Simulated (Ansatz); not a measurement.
`[OH][GaH][SeH]` + `COCO` → `C[O][GaH][SeH]` + `OCO`  (formal exchange of groups at a Ga–O bond)

Isolated molecules relaxed with PBE0-D4/def2-TZVP in Ansatz; ΔE leaves out vibrations. CCSD(T)/CBS is the MP2 limit (def2-TZVPP, def2-QZVPP) plus CCSD(T) − MP2 in def2-TZVPP, frozen cores. This one scheme is used for every species. Functionals use def2-TZVPP. B3LYP here is the variant with VWN-RPA as its local correlation; programs differ in this. For Ga, Se outer-core shells are correlated without core-valence functions, which leaves a few kJ/mol of doubt a bond. Scalar relativity is left out up to krypton. Each species was taken in one conformer, which may not be the lowest.

`[OH][GaH][SeH]`:

```xyz
6

O     0.161   -0.453   -1.517
Ga   -0.129    0.762   -0.247
Se   -0.122    0.105    1.986
H     0.311   -1.344   -1.196
H    -0.378    2.230   -0.680
H     0.157   -1.299    1.655
```

`COCO`:

Z-matrix (Å, degrees):
```
C
O 1 1.410
H 1 1.090 2 107.2
H 1 1.098 2 110.9 3 118.9
H 1 1.094 2 111.6 3 -119.7
C 2 1.391 1 113.3 3 -179.1
O 6 1.398 2 113.5 1 -67.9
H 6 1.095 2 105.4 1 169.5
H 6 1.097 2 111.0 1 50.4
H 7 0.962 6 108.0 2 -64.4
```

`C[O][GaH][SeH]`:

```xyz
9

C     0.273    1.323    0.836
O     0.250    0.444   -0.260
Ga   -0.422   -1.202   -0.169
Se   -0.286   -2.356   -2.167
H     1.306    1.603    1.068
H    -0.280    2.236    0.593
H    -0.170    0.894    1.746
H    -1.026   -1.744    1.161
H     0.356   -1.199   -2.806
```

`OCO`:

Cartesian coordinates in Å:
```
O -0.031 1.112 0.497
C 0.242 -0.232 0.237
O -0.394 -0.704 -0.914
H 0.299 1.630 -0.243
H -0.081 -0.771 1.134
H 1.309 -0.409 0.068
H -1.344 -0.627 -0.780
```

```json
{"level": "B3LYP-D4", "ΔE (kJ/mol)": "15.0"}
{"level": "PBE0", "ΔE (kJ/mol)": "15.8"}
{"level": "MP2/def2-TZVPP", "ΔE (kJ/mol)": "17.7"}
{"level": "MP2/CBS(def2)", "ΔE (kJ/mol)": "17.8"}
```

(1) What does CCSD(T)/CBS give? (An estimate is asked.)

Largest T1 diagnostic among the species: 0.013.

Answers

(1) Computed: +16.6 kJ/mol. The listed levels differ from it by -1.6, -0.8, 1.1, 1.2 kJ/mol.
